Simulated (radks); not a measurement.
Results of a calculation; reference values are marked as such.
Valence configurations of Er+ (all share [Xe]). Code: a radial shooting solver on a logarithmic mesh with Libxc functionals. Model: Dirac Kohn-Sham, PBE, spin-unpolarised, spherical densities, point nucleus; open shells fill j = l - 1/2 first. Energies are relative to 4f12 6s1; eigenvalues in eV.

valence           E (eV)  e(4f5/2)  e(4f7/2)  e(5d3/2)  e(6p1/2)  e(6p3/2)
4f12 6s1           0.000   -10.254    -9.171         -         -         -
4f10 5d2 6s1      14.343   -23.424   -22.206    -9.644         -         -
4f12 6p1           3.308   -11.460   -10.377         -    -6.419         -
4f11 6s2           3.392   -18.808   -17.656         -         -         -
4f13               2.394    -4.315    -3.301         -         -         -
4f11.5 6p1.5       6.216   -16.080   -14.962         -    -7.198         -
4f11 5d1 6s1       4.607   -16.452   -15.303    -8.269         -         -
4f11.5 6s1.5       0.837   -14.304   -13.188         -         -         -
4f12 6s0.5 6p0.5   1.647   -10.862    -9.779         -    -6.102         -
4f10.5 6p2.5      18.632   -26.628   -25.440         -    -8.700    -8.044

NIST lists [Xe] 4f12 6s1 as the ground configuration; this level of theory agrees among the configurations tried. The energies are those of spherical spin-averaged densities, not of single terms.
